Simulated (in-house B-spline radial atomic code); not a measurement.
Settings and results of a run for Ce II (Ce+). Computed with a radial B-spline atomic code at the basis-set limit: scalar-relativistic (X2C) Hartree-Fock, spin-polarised, averaged over the determinants with the given up and down occupations, Fermi nucleus of rms radius 4.8771 fm, inside a hard spherical wall at 5.24 bohr.

Command:
```bash
python run_scf.py task.json out
```
Settings (nuclear radius in fm, mass in u):
```
Z                58
configuration    [Kr] 4d9 4f2 5s2 5p6 5d2
hamiltonian      x2c
method           hf
spin_polarised   True
nucleus          fermi
rms_radius       4.8771
atomic_mass      139.90545
speed_of_light   137.035999084
wall_radius      5.24
```

Output (hartree, bohr):
```
 radial grid: 62 intervals, B-splines of order 8, outer radius 5.24 bohr

 iter        energy (Eh)    residual
    1       -8841.294843    5.34e-01
    2       -8847.147744    3.85e-01
    3       -8851.940492    7.83e-02
    4       -8852.194160    2.34e-02
    5       -8852.206348    7.84e-03
    6       -8852.209153    3.35e-03
    7       -8852.209360    9.17e-04
    8       -8852.209382    1.51e-04
    9       -8852.209383    1.16e-05
   10       -8852.209383    2.99e-06
   11       -8852.209383    3.54e-07

 total energy                     -8852.20938
 kinetic                            9501.9605
 electron-nucleus                 -21563.1072
 electron-electron                  3208.9373

 orbital      occ     eigenvalue          <r>       <r^2>       <1/r>       r_max
 1s up      1.000     -1493.8794    0.0239074 0.000786455     67.1486     0.01496
 1s down    1.000     -1493.8794    0.0239073  0.00078645     67.1487     0.01496
 2s up      1.000      -243.5042     0.104489   0.0129491     15.4068     0.08884
 2s down    1.000      -243.4657     0.104482   0.0129474     15.4081     0.08884
 2p up      3.000      -218.0992    0.0920328    0.010357     13.9184     0.07132
 2p down    3.000      -218.0607    0.0920223   0.0103545     13.9198     0.07131
 3s up      1.000       -54.3280     0.277094   0.0878756     5.50844       0.254
 3s down    1.000       -54.2782     0.276902   0.0877353     5.51174       0.254
 3p up      3.000       -46.0401     0.275272   0.0879414     5.07763      0.2487
 3p down    3.000       -45.9829     0.275005   0.0877419     5.08138      0.2486
 3d up      5.000       -34.1680     0.252815   0.0752877     4.77165       0.205
 3d down    5.000       -34.0825     0.252912   0.0753482     4.76987      0.2051
 4s up      1.000       -11.9344     0.636099    0.455818     2.24396      0.5925
 4s down    1.000       -11.6941     0.635695    0.455232     2.24462      0.5918
 4p up      3.000        -9.1217     0.672141    0.512741     2.04641      0.6179
 4p down    3.000        -8.8415     0.672288    0.512946     2.04432      0.6173
 4d up      5.000        -4.9397     0.741246    0.635744     1.77764      0.6517
 4d down    4.000        -4.7011      0.74234     0.63787     1.77677      0.6519
 4f up      2.000        -0.7068      1.01844     1.32148     1.26548      0.7044
 5s up      1.000        -2.0194      1.54571     2.68476    0.854377       1.381
 5s down    1.000        -1.9054      1.54417     2.67672    0.853569       1.382
 5p up      3.000        -1.2434        1.775     3.55939    0.730362       1.549
 5p down    3.000        -1.1120       1.7752     3.55909    0.729549        1.55
 5d up      2.000        -0.3553      2.44475     6.68148    0.509874        2.13
```

Cost of the run: 0.24 s on 1 thread of Arm Neoverse V2 (shared host).

One-electron X2C: radii and densities carry no picture-change correction, so inner-shell <1/r> comes out high (for 1s by about 2 % at Z = 33, 5 % at 54, 10 % at 75, 30 % at 118) and <r> low.
